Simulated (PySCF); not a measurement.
From one molecule to another.

First species: C6H16N2Si.
Geometry (GFN2-xTB, Å), atoms numbered from 1 in this order:
```
atom  x, y, z in Å
C1     2.4132    1.3251    1.3017
C2     1.1479    1.1613    0.9259
N3     0.5790    0.0609    0.3287
N4     1.3905   -1.0474   -0.0023
C5     2.1517   -0.8374   -1.2228
Si6   -1.1383   -0.0850    0.0008
C7    -1.3945   -1.7488   -0.8729
C8    -1.6952    1.3749   -1.0986
C9    -2.1075   -0.0284    1.6445
H10    3.1815    0.5845    1.1591
H11    2.7225    2.2365    1.7781
H12    0.4257    1.9449    1.1038
H13    2.0220   -1.2276    0.7771
H14    1.4447   -0.7021   -2.0401
H15    2.8142    0.0357   -1.1902
H16    2.7449   -1.7306   -1.4100
H17   -2.4504   -1.9297   -1.0445
H18   -0.8930   -1.7821   -1.8336
H19   -1.0063   -2.5657   -0.2753
H20   -1.5442    2.3282   -0.6007
H21   -2.7507    1.3008   -1.3411
H22   -1.1450    1.4072   -2.0345
H23   -1.9457    0.9080    2.1699
H24   -3.1749   -0.1284    1.4764
H25   -1.8031   -0.8308    2.3096
```

Second species: C7H12O4.
Atom-mapped SMILES: `[CH3:1][CH2:2][C@@H:3]([CH3:4])[O:5][C:6](=[O:7])[C:8](=[O:9])[O:10][CH3:11]` (hydrogens: H12, H13, H14 on C1; H15, H16 on C2; H17 on C3; H18, H19, H20 on C4; H21, H22, H23 on C11)

Cartesian coordinates in Å at the GFN2-xTB level; atoms count from 1:
```
atom  x, y, z in Å
C1    -2.3477    1.5398   -0.0590
C2    -2.3837    0.1201   -0.6120
C3    -1.3773   -0.7984    0.0827
C4    -1.4549   -2.2323   -0.4229
O5    -0.0450   -0.3107   -0.1925
C6     0.6328    0.2495    0.7871
O7     0.2885    0.3743    1.9309
C8     1.9812    0.7738    0.2520
O9     2.0945    1.7867   -0.3823
O10    2.9642   -0.0329    0.6186
C11    4.2909    0.3282    0.2361
H12   -3.1067    2.1501   -0.5418
H13   -2.5335    1.5373    1.0129
H14   -1.3774    1.9978   -0.2383
H15   -2.1619    0.1334   -1.6807
H16   -3.3785   -0.3061   -0.4733
H17   -1.5253   -0.7637    1.1690
H18   -1.2764   -2.2577   -1.4948
H19   -0.7062   -2.8471    0.0704
H20   -2.4388   -2.6433   -0.2158
H21    4.5636   -0.2165   -0.6688
H22    4.3473    1.4014    0.0489
H23    4.9457    0.0435    1.0566
```

Levels: PBE0/pcSseg-1 for HOMO energy, LUMO energy and HOMO–LUMO gap. Geometries: GFN2-xTB. Each species is one conformer at its optimised geometry, gas phase, non-relativistic unless stated. Electronic properties by PySCF.

The conformers computed, where there is a choice (atom-mapped SMILES and torsion angles):
- `[CH2:1]=[CH:2][N:3]([NH:4][CH3:5])[Si:6]([CH3:7])([CH3:8])[CH3:9]`: C1–C2–N3–N4 -3°, C2–N3–N4–C5 -79°, C2–N3–Si6–C7 178°

The conformers of `CC[C@@H](C)OC(=O)C(=O)OC` aren't listed.

```csv
property,column X,column Y
HOMO energy,-7.86 eV,-5.69 eV
LUMO energy,-0.35 eV,1.01 eV
HOMO–LUMO gap,7.51 eV,6.70 eV
```

Which column belongs to which species?

Column X is the second species and column Y the first. The first has 25 atoms and 80 electrons, the second 23 and 86.

How does each property change from the first species to the second?

HOMO energy -2.17 eV; LUMO energy -1.36 eV; HOMO–LUMO gap +0.81 eV.

On the first:  GFN2-xTB frequencies show an imaginary mode (20i cm⁻¹), so this geometry is no minimum at that level.

On the second:  GFN2-xTB frequencies show an imaginary mode (48i cm⁻¹), so this geometry is no minimum at that level.
